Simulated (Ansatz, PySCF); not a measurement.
HOSi, SMILES O=[SiH] (connectivity only; charge and spin as stated), charge +1, multiplicity 1. Atoms are numbered in the order given.

```xyz
3

O      0.0000     0.0000    -1.0436
Si     0.0000     0.0000     0.4413
H      0.0000     0.0000     1.9269
```
Charge +1, spin multiplicity 1.

Coordinates come from a PBE0-D3(BJ)/def2-TZVPD optimisation. The spin state was assumed, not searched. The isomer is the one that the SMILES or the coordinates give; other isomers of the formula were not compared.

Two levels are set side by side: PBE-D3(BJ)/def2-TZVPD (Ansatz, a first-principles code) and PBE0-D3(BJ)/def2-TZVPD (Ansatz). Each level has its own optimised geometry; the coordinates shown are those of the second. Frequencies come from the Hessian of PySCF at each geometry. Differences are taken from unrounded values.

```json
[
 {"quantity": "mean bond length (Å)", "PBE0-D3(BJ)": "1.485", "PBE-D3(BJ)": "1.504", "PBE-D3(BJ) minus PBE0-D3(BJ)": "0.018"},
 {"quantity": "bond O1–Si2 (Å)", "PBE0-D3(BJ)": "1.485", "PBE-D3(BJ)": "1.507", "PBE-D3(BJ) minus PBE0-D3(BJ)": "0.022"},
 {"quantity": "bond Si2–H3 (Å)", "PBE0-D3(BJ)": "1.486", "PBE-D3(BJ)": "1.500", "PBE-D3(BJ) minus PBE0-D3(BJ)": "0.015"},
 {"quantity": "highest harmonic wavenumber (cm⁻¹)", "PBE0-D3(BJ)": "2223", "PBE-D3(BJ)": "2130", "PBE-D3(BJ) minus PBE0-D3(BJ)": "-93"},
 {"quantity": "mean harmonic wavenumber (cm⁻¹)", "PBE0-D3(BJ)": "1110", "PBE-D3(BJ)": "1049", "PBE-D3(BJ) minus PBE0-D3(BJ)": "-61"},
 {"quantity": "zero-point energy (kcal/mol)", "PBE0-D3(BJ)": "6.35", "PBE-D3(BJ)": "6.00", "PBE-D3(BJ) minus PBE0-D3(BJ)": "-0.35"}
]
```

GGA bonds tend to be longer and softer than those of functionals with exact exchange. Differences between two approximate levels are no errors against the true value.
